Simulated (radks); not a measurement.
These are the eigenvalues of the occupied orbitals of an atom or ion with whole-number occupations (hartree). Calculated with a radial shooting solver on a logarithmic mesh with Libxc functionals: non-relativistic Kohn-Sham, LDA (Slater exchange, Perdew-Wang correlation), spin-unpolarised, spherical densities, point nucleus.

| orbital | eigenvalue |
|---|---|
| 1s | -3210.533 |
| 2s | -724.6073 |
| 2p | -709.7066 |
| 3s | -306.6658 |

Which element is it, and in what charge state? The configuration may be excited.

Answer. Z = 83, bismuth, charge +71: Bi71+ in [Ne] 3s2. The list shows which subshells hold electrons but not how many an open one holds; the 1s level, -3210.5 hartree, gives Z - s = 80.1 by -(Z - s)^2/2, which with screening narrows Z to a few neighbours, and the depths of the outer levels then fix element, charge and occupations together.
